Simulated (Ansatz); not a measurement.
Calculated with Ansatz (gas phase, PBE0-D4/def2-TZVP geometries, no zero-point term in ΔE). CCSD(T)/CBS adds triple-zeta CCSD(T) − MP2 to the extrapolated MP2 energy (def2 sets, frozen cores). This one scheme is used for every species. DFT in def2-TZVPP. B3LYP here is the variant with VWN-RPA as its local correlation; programs differ in this. HSE06 is defined as in plane-wave codes. For Br outer-core shells are correlated without core-valence functions, which leaves a few kJ/mol of doubt a bond. Scalar relativity is left out up to krypton. Each species was taken in one conformer, which may not be the lowest.

Consider the substitution at a C–F bond: `FC(Cl)C(F)(F)F` + HBr → `FC(Cl)C(F)(F)Br` + H–F.

| level | ΔE (kcal/mol) | difference from CCSD(T)/CBS |
| --- | --- | --- |
| B97M-V | 10.8 | 4.4 |
| PBE0-D4 | 8.6 | 2.2 |
| B3LYP-D4 | 8.4 | 2.0 |
| HSE06-D4 | 8.6 | 2.2 |
| ωB97M-V | 9.5 | 3.1 |
| RPA@PBE/def2-TZVPP | 8.7 | 2.3 |
| MP2/def2-TZVPP | 5.7 | -0.7 |
| SCS-MP2/def2-TZVPP | 7.5 | 1.1 |
| CCSD/def2-TZVPP | 10.0 | 3.6 |
| MP2/def2-QZVPP | 4.4 | -2.0 |
| CCSD(T)/CBS | 6.4 | 0 |

Largest T1 diagnostic among the species: 0.012.

In def2-TZVPP, CCSD(T) changes the Hartree–Fock value by −8.7 kcal/mol (the triples alone add −1.3 kcal/mol) and MP2 by −11.6 kcal/mol. From r2SCAN to r2SCAN0 (25 % exact exchange), in def2-TZVPP and without D4, ΔE moves by +1.0 kcal/mol.
